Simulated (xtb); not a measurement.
xtb input:

```bash
xtb mol.xyz --gfn 2 --ohess tight --chrg 1 --uhf 0
```
mol.xyz:
```
14

N      1.83406155    -0.32108059     0.05447807
Ge     0.04244104     0.11977871     0.10554786
N     -0.89988650    -0.85239323     1.35791639
N     -0.50389935     1.78162052    -0.26092743
N     -0.56413845    -0.91199307    -1.53222014
H      2.42754660     0.30917355    -0.49553685
H      2.26186109    -0.57037202     0.90857898
H     -0.59223119    -1.67962071     1.73529471
H     -1.36612479    -0.30806686     2.06928580
H     -1.41066994     1.99950044    -0.10508985
H      0.17184162     2.54076197    -0.09637453
H     -1.41952419    -1.35961274    -1.41659699
H     -0.66521092    -0.20441118    -2.31496271
H      0.15594081    -1.60579440    -1.85836820
```

Predict the final energy.

-17.80814 Eh (GFN2-xTB).

It need not be the lowest isomer of its formula.
